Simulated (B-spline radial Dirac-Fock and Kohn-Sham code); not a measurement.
## How the levels of osmium move as electrons are removed

Level of theory: multi-electron Dirac-Fock with separately optimised hole states, Breit and Lamb-shift corrections added in first order; a radial B-spline solver. Each ion is free and in its tabulated ground configuration. The model has no electron correlation.

Reference: Os³¹⁺, [Kr] 4d9, with K 75052.0 eV, L2 13578.2 eV, L3 12065.8 eV, M1 4245.5 eV, N4,5 1321.6 eV, Kα1 (K-L3) 62986.1 eV, Kβ1 (K-M3) 71404.5 eV, Lℓ (L3-M1) 7820.3 eV. Shifts from it, in eV (a dash: the subshell is empty, belongs to an open shell averaged over j, or its hole state is left out as unreliable):

```csv
ion,configuration,K,L2,L3,M1,"N4,5",Kα1,Kβ1,Lℓ
Os³²⁺,[Kr] 4d8,?,?,?,?,?,?,?,?
Os³³⁺,[Kr] 4d7,+144.6,+143.7,+143.1,+130.6,+106.4,+1.48,+14.54,+12.49
Os³⁴⁺,[Kr] 4d6,+218.7,+217.3,+216.4,+197.3,+160.6,+2.30,+22.30,+19.13
Os³⁵⁺,[Kr] 4d5,+294.0,+292.0,+290.8,+264.8,+215.3,+3.19,+30.39,+26.03
Os³⁶⁺,[Kr] 4d4,+370.5,+367.9,+366.4,+333.2,+270.7,+4.13,+38.82,+33.19
Os³⁷⁺,[Kr] 4d3,+448.2,+445.0,+443.1,+402.5,+326.8,+5.14,+47.58,+40.62
Os³⁸⁺,[Kr] 4d2,+527.2,+523.2,+521.0,+472.6,+383.5,+6.21,+56.68,+48.32
Os³⁹⁺,[Kr] 4d1,+607.3,+602.6,+600.0,+543.7,+440.7,+7.34,+66.12,+56.30
```

Question: Give the missing shifts for Os³²⁺.

Answer: K +71.7, L2 +71.3, L3 +71.0, M1 +64.9, N4,5 +52.9, Kα1 +0.71, Kβ1 +7.11, Lℓ +6.12 (eV).

Over this range K (1s) moves by +607.3 eV and Kα1 by +7.3 eV: a line is a difference of two levels that shift in the same direction.

Values without a named source are computed, but for edge energies of neutral atoms, which are taken from tables.
